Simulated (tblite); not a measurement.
Species: C6H9O (doublet state).
SMILES with atom numbers: `[CH2:1]=[CH:2][C@@H:3]([CH:4][CH3:5])[CH:6]=[O:7]` (hydrogens: H8, H9 on C1; H10 on C2; H11 on C3; H12 on C4; H13, H14, H15 on C5; H16 on C6)

A start from a force field or distance geometry was refined with GFN2-xTB geometry optimisation, gas phase in tblite. Values at the start:

```json
{"coordinate": "C1=C2", "start": "1.332 Å"}
{"coordinate": "C1–H8", "start": "1.092 Å"}
{"coordinate": "C1–H9", "start": "1.082 Å"}
{"coordinate": "C2–C3", "start": "1.501 Å"}
{"coordinate": "C2–H10", "start": "1.096 Å"}
{"coordinate": "C3–C4", "start": "1.497 Å"}
{"coordinate": "C3–C6", "start": "1.518 Å"}
{"coordinate": "C3–H11", "start": "1.105 Å"}
{"coordinate": "C4–C5", "start": "1.478 Å"}
{"coordinate": "C4–H12", "start": "1.099 Å"}
{"coordinate": "C5–H13", "start": "1.090 Å"}
{"coordinate": "C5–H14", "start": "1.091 Å"}
{"coordinate": "C6=O7", "start": "1.228 Å"}
{"coordinate": "C6–H16", "start": "1.112 Å"}
{"coordinate": "C1–C2–C3", "start": "125.7°"}
{"coordinate": "C2–C3–C4", "start": "111.3°"}
{"coordinate": "C2–C3–C6", "start": "109.2°"}
{"coordinate": "C3–C4–C5", "start": "121.5°"}
{"coordinate": "C3–C6–O7", "start": "125.1°"}
{"coordinate": "C4–C3–C6", "start": "110.9°"}
{"coordinate": "C1–C2–C3–C4", "start": "119°"}
{"coordinate": "C2–C3–C4–C5", "start": "-90°"}
{"coordinate": "C2–C3–C6–O7", "start": "-76°"}
```

Q: How do these coordinates change at the GFN2-xTB level?

A: 
```csv
coordinate,GFN2-xTB (Å or °),change
C6=O7,1.198,-0.030
C4–H12,1.076,-0.023
C3–C4,1.477,-0.020
C2–C3,1.519,+0.018
C2–H10,1.081,-0.015
C1–H8,1.077,-0.015
C1=C2,1.321,-0.011
C3–H11,1.094,-0.011
C5–H13,1.098,+0.008
C1–H9,1.077,-0.005
C3–C6,1.514,-0.004
C6–H16,1.108,-0.004
C4–C5,1.475,-0.003
C5–H14,1.090,-0.001
C2–C3–C6,104.3,-4.9
C2–C3–C4,106.5,-4.8
C4–C3–C6,114.6,+3.7
C1–C2–C3,124.0,-1.7
C3–C6–O7,125.9,+0.8
C3–C4–C5,121.8,+0.3
C2–C3–C6–O7,-100,-24
C2–C3–C4–C5,-96,-6
C1–C2–C3–C4,114,-5
```

The energy falls by 3.1 kcal/mol over 75 L-BFGS steps, the largest force on an atom goes from 2.41 to 0.009 eV/Å, and the atoms move by 0.174 Å rms after alignment. The bond that changes most is C6=O7 (ends: carbon bonded to C, O and H; oxygen bonded to C), which shortens by 0.030 Å. Bonds longer at the end by more than 0.005 Å: 2 of 15; shorter: 8. Among the dihedrals that turn most is C4–C3–C6–H16, from -136° to -168°. Rotational constants go from 2672, 2334, 1387 to 2792, 2336, 1400 MHz.

On one thread, AMD EPYC 9R45 (x86_64), shared host with 96 logical CPUs at a one-minute load of 51, this took 0.26 s.

GFN2-xTB frequencies show an imaginary mode (37i cm⁻¹), so the point is no minimum at that level.

One conformer stands for the species.

The numbers are calculated, not measured.
